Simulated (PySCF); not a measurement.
**Frontier orbitals and the lowest excitations**

C4H4ClFO2.
Z-matrix (Å and degrees, GFN2-xTB geometry), rows numbered from 1:
```
O 
C   1  1.1851
C   2  1.5110  1  137.99
O   3  1.4370  2   90.01  1  -179.79
C   4  1.4061  3   94.28  2     0.33
F   5  1.3752  2  113.24  1    67.09
C   5  1.5190  2  118.38  1   -61.17
Cl  7  1.7743  5  108.82  2   -40.33
H   3  1.0930  2  115.12  1   -64.88
H   3  1.0926  2  115.45  1    65.39
H   7  1.0904  5  109.86  2  -159.18
H   7  1.0901  5  109.71  2    78.41
```

The calculation used TDDFT PBE0/def2-SVPD, vertical, gas phase, core orbitals frozen in the response in PySCF 2.14.0, density-fitted response routines.

Frontier orbitals with the atoms that hold most of them (Löwdin shares over 4%, at most four atoms; ? is withheld):

```
orbital  ε (eV)                           atoms
 LUMO+2    0.68  Cl8 20%, C3 15%, C7 12%, O4 9%
 LUMO+1   -0.01  Cl8 52%, C7 23%, F6 6%, H11 4%
   LUMO       ?                               ?
   HOMO   -8.18                               ?
 HOMO-1   -9.14  O4 43%, Cl8 15%, C3 11%, C7 6%
 HOMO-2   -9.16                 Cl8 79%, C7 12%
 HOMO-3   -9.42          Cl8 61%, O4 18%, C7 5%
```

(1) Which atoms hold the HOMO, and with what shares?

(2) Which atoms hold the LUMO, and with what shares?

(3) What is the LUMO energy, and the HOMO–LUMO gap?

## Answers

(1) O1 (bonded to C) 43%; C2 (bonded to 2 C and O) 13%; C5 (bonded to 2 C, F and O) 13%; C3 (bonded to C, O and 2 H) 12%. By element: oxygen 43% or more, carbon 38% or more.

(2) C2 (bonded to 2 C and O) 37%; O1 (bonded to C) 32%; C3 (bonded to C, O and 2 H) 8%; C5 (bonded to 2 C, F and O) 6%. By element: carbon 51% or more, oxygen 32% or more.

(3) ε(LUMO) = -1.87 eV; the gap is 6.32 eV (0.2321 hartree).

Question: How does S1 compare with the orbital gap of 6.32 eV?

Answer: S1 is at 4.12 eV (f = 0.0002), 2.20 eV below the gap, made of HOMO→LUMO (96%). 

Question: Give energy, strength and leading configuration of S1 and S5, and follow the Löwdin shares of the leading atoms from the occupied to the empty orbital.

Answer: 
- S1 (4.12 eV, f 0.0002), HOMO→LUMO (96%): O1 43% → 32%, C2 13% → 37%
- S5 (7.01 eV, f 0.0031), HOMO→LUMO+1 (94%): O1 43% → at most 5%, C2 13% → at most 5%, Cl8 at most 13% → 52%, C7 at most 13% → 23%

On one thread of an Arm Neoverse V1, shared host with 32 logical CPUs at a one-minute load of 22, this took 35 s wall (with the writing of density and orbital grids) and 0.83 GiB of memory at its peak.

One conformer stands for the species.
